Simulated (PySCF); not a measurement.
**Correlation energy of W⁺ (tungsten, charge +1)**

[Xe] 4f14 5d4 6p1, one real determinant (an excited configuration). Computed with PySCF 2.14 in aug-cc-pwCVTZ-PP with ECP60MDF, with a scalar-relativistic core potential. Frozen: 5s2 5p6; 5 electrons correlated.

MP2 pair energies summed by pair of shells (mhartree):

```csv
pair,energy,share (%)
5d-5d,-33.10,71.5
5d-6p,-13.16,28.5
```

Total MP2 correlation energy: -46.27 mhartree.

Same-spin part -46.27 and opposite-spin part 0.00 mhartree; SCS-MP2 scales them by 1/3 and 6/5 to -15.42 mhartree.

The reference is one real determinant that mixes LS terms of this configuration.
